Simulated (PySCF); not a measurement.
# Name the molecule from its bond curve

A diatomic of charge +1 contains Sn. Its triplet curve at B3LYP in a double-zeta basis (scalar-relativistic core potentials, PySCF), in eV from the separated fragments:

(R (Å), E (eV)): (1.848, -0.720), (1.934, -1.259), (2.020, -1.559), (2.084, -1.669), (2.149, -1.706), (2.213, -1.689), (2.299, -1.604), (2.407, -1.433), (2.536, -1.187), (2.708, -0.868)

The fit gives ωe = 525 cm⁻¹ and the rotational constant Bₑ = 0.2888 cm⁻¹.

Q: Which atom is the partner?

A: The minimum lies at 2.158 Å, so the reduced mass is 16.8576 u Å² cm⁻¹/(Bₑ·Re²) = 12.53 u. With Sn at 119.90 u the partner weighs about 14.0 u: N. The molecule is SnN⁺.

Spin–orbit coupling is left out. The state is the lowest determinant that a PBE0 search found; another state may lie lower at other levels.
